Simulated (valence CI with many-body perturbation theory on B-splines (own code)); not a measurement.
Ho⁴⁴⁺: magnetic and hyperfine properties of the levels

Calculated by configuration interaction combined with many-body perturbation theory (CI+MBPT): five valence electrons over a frozen Dirac-Fock core [Ar], a basis of 7 s, 7 p, 8 d, 6 f, 4 g, 1 h functions for each j, with the one-electron correlation potential Σ1 (screened to all orders), the two-electron term Σ2, the three-electron term Σ3, Breit, model QED; selected single and double excitations, second order for the rest, scaled by the run's own slope (own B-spline code, finite nucleus).

No measured spectrum was set against this ion. As an estimate, large intervals hold to a few tenths of a per cent, small ones and those within an open d or f shell to about a per cent. Among the levels kept, up to 260 cm⁻¹ of a level comes from second order outside the variational space, and about a tenth of that is noise between levels of different J, which matters for small intervals. Only levels of the ground parity were solved; by the run's estimate the other parity begins above the list, which can be wrong where configurations are misplaced.

A/g_I is the dipole constant over the nuclear g factor μ/I (μ in nuclear magnetons, uniformly magnetised nucleus), B/Q the quadrupole constant per barn. Both hold the static response of the core; the bare values leave it out. Large factors of s and p1/2 electrons are usually good to 5 to 10 %; those of open d and f shells near neutrality can be off by tens of per cent, and small factors of p3/2, d and f electrons come from cancelling terms and can be off by a factor of two or in sign, in half-filled shells by more. B is blank for J = 1/2, where it vanishes, and for nearly pure S terms. Energies count from the lowest level.

Levels are named by their leading jj configuration (3d3/2^4 stands for four electrons in 3d with j = 3/2), which in mixed levels can hold well under half, so a name can repeat and another be missing. Letters in brackets count levels of one name in rising energy.

| Level | E (cm⁻¹) | g | A/g_I (MHz) | A/g_I bare | B/Q (MHz/b) | B/Q bare |
| --- | --- | --- | --- | --- | --- | --- |
| (3d3/2^4 3d5/2) J=5/2 | 0 | 1.347 | 23200 | 24000 | 42100 | 42600 |
| (3d3/2^3 3d5/2^2) J=5/2 [a] | 267430 | 1.332 | 15500 | 16300 | 19600 | 19800 |
| (3d3/2^3 3d5/2^2) J=7/2 [a] | 353530 | 1.155 | 30400 | 30900 | 49800 | 50500 |
| (3d3/2^3 3d5/2^2) J=3/2 [a] | 364300 | 1.186 | 37300 | 37800 | 41500 | 42100 |
| (3d3/2^3 3d5/2^2) J=11/2 | 364520 | 1.111 | 38500 | 38800 | -411 | -501 |
| (3d3/2^3 3d5/2^2) J=9/2 | 399900 | 1.137 | 34500 | 34900 | 50300 | 51000 |
| (3d3/2^3 3d5/2^2) J=5/2 [b] | 422080 | 1.139 | 35500 | 35900 | 442 | 469 |
| (3d3/2^3 3d5/2^2) J=1/2 | 440050 | 1.832 | -19400 | -17500 |  |  |
| (3d3/2^3 3d5/2^2) J=7/2 [b] | 457920 | 1.085 | 41600 | 41900 | -52200 | -52800 |
| (3d3/2^3 3d5/2^2) J=3/2 [b] | 561720 | 0.793 | 66200 | 65900 | -49500 | -50200 |
| (3d3/2^2 3d5/2^3) J=5/2 [a] | 616230 | 1.274 | 14400 | 15100 | 3180 | 3220 |
| (3d3/2^2 3d5/2^3) J=7/2 [a] | 673130 | 1.211 | 25900 | 26500 | -3970 | -4030 |
| (3d3/2^2 3d5/2^3) J=11/2 | 678590 | 1.083 | 38000 | 38300 | 1260 | 1280 |
| (3d3/2^2 3d5/2^3) J=9/2 [a] | 693050 | 1.141 | 32800 | 33200 | -6780 | -6870 |
| (3d3/2^2 3d5/2^3) J=13/2 | 715530 | 1.068 | 40700 | 40900 | -67.5 | -61.5 |
| (3d3/2^2 3d5/2^3) J=1/2 [a] | 720380 | 0.499 | 101000 | 99800 |  |  |
| (3d3/2^2 3d5/2^3) J=3/2 [a] | 730000 | 1.174 | 32000 | 32500 | 2380 | 2400 |
| (3d3/2^2 3d5/2^3) J=5/2 [b] | 740880 | 1.020 | 44400 | 44500 | -7100 | -7180 |
| (3d3/2^2 3d5/2^3) J=9/2 [b] | 778700 | 1.099 | 37300 | 37600 | 1820 | 1850 |
| (3d3/2^2 3d5/2^3) J=7/2 [b] | 796140 | 0.983 | 49700 | 49700 | -1530 | -1560 |
| (3d3/2^2 3d5/2^3) J=5/2 [c] | 809240 | 1.044 | 42200 | 42400 | 7650 | 7730 |
| (3d3/2^2 3d5/2^3) J=3/2 [b] | 819590 | 0.838 | 61600 | 61400 | 4710 | 4800 |
| (3d3/2^2 3d5/2^3) J=7/2 [c] | 855430 | 1.036 | 44900 | 45100 | 2850 | 2890 |
| (3d3/2^2 3d5/2^3) J=1/2 [b] | 856530 | 1.786 | -21900 | -20000 |  |  |
| (3d3/2^2 3d5/2^3) J=9/2 [c] | 916350 | 1.104 | 36800 | 37200 | 24100 | 24400 |
| (3d3/2 3d5/2^4) J=5/2 [a] | 1014600 | 1.262 | 21600 | 22200 | -19400 | -19600 |
| (3d3/2^2 3d5/2^3) J=3/2 [c] | 1028100 | 1.181 | 30500 | 30900 | -19100 | -19400 |
| (3d3/2^2 3d5/2^3) J=5/2 [d] | 1050100 | 1.127 | 27300 | 27700 | 14800 | 15100 |
| (3d3/2 3d5/2^4) J=7/2 [a] | 1083400 | 1.183 | 28900 | 29400 | -61600 | -62400 |
| (3d3/2 3d5/2^4) J=11/2 | 1096400 | 1.066 | 39600 | 39800 | -931 | -853 |
| (3d3/2 3d5/2^4) J=3/2 [a] | 1108100 | 0.958 | 43200 | 43200 | -45500 | -46100 |
| (3d3/2 3d5/2^4) J=9/2 | 1151100 | 1.111 | 35200 | 35500 | -69400 | -70300 |
| (3d3/2 3d5/2^4) J=5/2 [b] | 1183500 | 1.109 | 35400 | 35700 | 8380 | 8490 |
| (3d3/2 3d5/2^4) J=7/2 [b] | 1206300 | 0.999 | 44700 | 44800 | 66500 | 67400 |
| (3d3/2 3d5/2^4) J=1/2 | 1269700 | 1.184 | -6070 | -5550 |  |  |
| (3d3/2 3d5/2^4) J=3/2 [b] | 1376600 | 0.872 | 64400 | 64200 | 65500 | 66400 |
| (3d5/2^5) J=5/2 | 1494100 | 1.146 | 28500 | 28900 | -69700 | -70600 |
